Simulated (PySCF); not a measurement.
Two species compared at the same levels of theory.

First species: C4H8F2Si.
Atom-mapped SMILES: `[F:1][C@@H:2]1[CH2:3][SiH2:4][C@H:5]([F:6])[CH2:7]1` (hydrogens: H8 on C2; H9, H10 on C3; H11, H12 on Si4; H13 on C5; H14, H15 on C7)

Geometry (PBE0-D3(BJ)/def2-SVP, Å), atoms numbered from 1 in this order:
```
atom  x, y, z in Å
F1    -1.249   -1.789    0.677
C2    -0.557   -0.609    0.824
C3    -1.372    0.579    0.324
Si4   -0.065    1.921    0.019
C5     1.421    0.698    0.138
F6     2.374    0.855   -0.847
C7     0.758   -0.672    0.056
H8    -0.349   -0.492    1.905
H9    -1.818    0.297   -0.645
H10   -2.194    0.843    1.004
H11   -0.174    2.547   -1.330
H12   -0.026    2.984    1.067
H13    1.927    0.813    1.114
H14    1.404   -1.483    0.425
H15    0.527   -0.885   -1.003
```

Second species: C4H8F2Si.
SMILES: `C=C([SiH3])CC(F)F`

Levels: CAM-B3LYP/def2-SVPD for HOMO energy, LUMO energy, HOMO–LUMO gap and static isotropic polarisability; TDDFT CAM-B3LYP/def2-SVPD for lowest singlet excitation; TDA CAM-B3LYP/def2-SVPD for lowest triplet excitation (Tamm–Dancoff); ΔSCF CAM-B3LYP/def2-SVPD for vertical ionisation energy. Geometries: PBE0-D3(BJ)/def2-SVP. All species are isolated and taken at one optimised geometry, non-relativistic unless stated. Electronic properties by PySCF.

Dipoles, sizes and rotational constants follow the conformer. The torsions of the flexible species, by atom-mapped SMILES:
- `[CH2:1]=[C:2]([SiH3:3])[CH2:4][CH:5]([F:6])[F:7]`: C1–C2–C4–C5 121°, C2–C4–C5–F6 62°

The conformers of `F[C@@H]1C[SiH2][C@H](F)C1` aren't listed.

| property | column X | column Y |
| --- | --- | --- |
| HOMO energy | -9.72 eV | -9.30 eV |
| LUMO energy | 0.99 eV | 0.42 eV |
| HOMO–LUMO gap | 10.71 eV | 9.72 eV |
| lowest singlet excitation | 7.34 eV | 6.79 eV |
| lowest triplet excitation (Tamm–Dancoff) | 6.81 eV | 4.16 eV |
| static isotropic polarisability | 72.6 au | 78.4 au |
| vertical ionisation energy | 10.55 eV | 10.06 eV |

Which column belongs to which species?

Column X is the first species and column Y the second. The first has 15 atoms and 64 electrons, the second 15 and 64.

How does each property change from the first species to the second?

HOMO energy +0.42 eV; LUMO energy -0.57 eV; HOMO–LUMO gap -0.99 eV; lowest singlet excitation -0.55 eV; lowest triplet excitation (Tamm–Dancoff) -2.65 eV; static isotropic polarisability +5.8 au; vertical ionisation energy -0.49 eV.

On the first: The ΔSCF ionisation energy exceeds −ε(HOMO) by 0.83 eV with CAM-B3LYP. No computed singlet falls in the visible range (750 to 380 nm, 1.65 to 3.26 eV); S1 lies 4.08 eV above its blue end.

On the second: The polarisability is 11.61 Å³ as a volume (1 au = 0.148185 Å³), or 1.22 au for each of the 64 electrons. The principal polarisabilities are 64.0, 82.7 and 88.5 au; their mean is the isotropic value.
